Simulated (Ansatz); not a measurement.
The cluster H₂Au₂⁺, relaxed as a doublet with UKS PBE-D4/def2-TZVP in Ansatz, starting from the GFN2-xTB geometry. Force threshold 0.02 eV/Å.

In the def2 sets Au takes a core potential; there is no spin–orbit coupling. The structure comes from a short search, and lower isomers may exist.

Start:

```xyz
4

Au   -1.166    0.097    0.995
Au    0.900   -1.202   -0.328
H    -1.474    1.313    0.283
H     1.740   -0.208   -0.950
```

```
         step  energy (eV)  largest force component (eV/Å)  SCF passes
            1   -7412.6375                           2.520          30
            2   -7412.9742                           0.256          37
            3   -7413.0016                           0.484          35
            4   -7413.0512                           0.240          35
            5   -7413.0762                           0.087          35
            6   -7413.0869                           0.055          31
 7 (rejected)   -7413.0317                           0.835          37
            8   -7413.0951                           0.086          34
            9   -7413.0975                           0.233          35
           10   -7413.1079                           0.043          34
           11   -7413.1080                           0.049          31
           12   -7413.1100                           0.036          30
13 (rejected)   -7413.1047                           0.258          34
           14   -7413.1118                           0.013          32
15 (rejected)   -7413.1083                           0.212          35
           16   -7413.1126                           0.045          30
           17   -7413.1129                           0.033          30
           18   -7413.1132                           0.035          30
           19   -7413.1133                           0.023          30
           20   -7413.1135                           0.013          31
```

Force components are those of the run's own axes.

End:

```xyz
4

Au   -0.589    0.709    0.954
Au    0.585   -0.722   -0.946
H    -1.980    0.651    0.271
H     1.984   -0.637   -0.279
```

By distances, no bond broke or formed. The bond that changes most is Au1–Au2, from 2.78 to 2.65 Å (atoms count from 1). The end is the same structure that another start reached, the lowest one found.

The force fell under the threshold at step 14, but the optimiser went on. No frequencies were taken in this run, so the end may be a saddle point.

Hardware: 4 threads of Arm Neoverse V2 on a shared host. Wall time 26 s.
